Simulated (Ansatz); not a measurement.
```xyz
17

C    -1.443   -0.824   -2.405
C     0.028   -0.662   -2.091
O     0.229    0.190   -1.004
Zr    0.299    1.287    0.552
O    -1.460    1.915    0.990
Cl    1.747    3.138    0.123
O     1.011    0.269    1.996
C     1.487   -0.561    3.003
H    -1.578   -1.489   -3.261
H    -1.975   -1.250   -1.551
H    -1.893    0.142   -2.644
H     0.558   -0.251   -2.958
H     0.478   -1.637   -1.866
H    -2.349    2.100    1.275
H     1.683   -1.566    2.615
H     2.420   -0.162    3.413
H     0.757   -0.638    3.815
```

The species carries charge 0 and has multiplicity 1. Zr: def2 effective core potential.

Q: List the B3LYP/def2-TZVPP orbital energies in eV (Ansatz 0.2.0). (Estimate.)

A: The calculation gave: Occupied: -2761.33, -520.50, -520.45, -520.33, -278.31, -278.21, -276.70, -256.09, -195.05, -195.01, -195.00, -58.24, -35.10, -35.08, -34.76, -27.01, -26.81, -26.14, -20.92, -20.38, -18.35, -16.81, -13.72, -13.10, -13.08, -12.77, -12.44, -12.42, -11.74, -10.60, -10.43, -9.55, -9.41, -9.20, -8.62, -8.48, -8.37, -8.01, -7.99, -7.83. Lowest empty: -0.39, -0.22, -0.18, 0.16, 0.40, 0.42, 0.56, 1.00.

B3LYP here is the variant with VWN-RPA as its local correlation; programs differ in this.
